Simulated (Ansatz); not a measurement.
A structure relaxed at PBE-D4/def2-SVPD in Ansatz, charge -1, doublet:

```xyz
5

Se    3.124   -1.149    0.991
Te    0.084    1.827   -0.079
Te    1.332    0.290    1.904
Te   -2.271    0.306   -0.323
Te   -2.269   -1.273   -2.495
```

Problem. Give its formula.

Solution. the cluster Te₄Se⁻.

Problem. Summarise the bond lengths by kind (pairs closer than 1.2 times the sum of covalent radii, bridged metal pairs left out).

Solution. 3 × Te–Te 2.69 to 2.81 Å; 1 × Se–Te 2.47 Å.

In the def2 sets Te takes a core potential; there is no spin–orbit coupling. The relaxation made no stability test and no search for a lower SCF solution. Another isomer (doublet) lies 0.16 eV lower at PBE0-D4/def2-TZVPD; other spin states weren't run for this one.
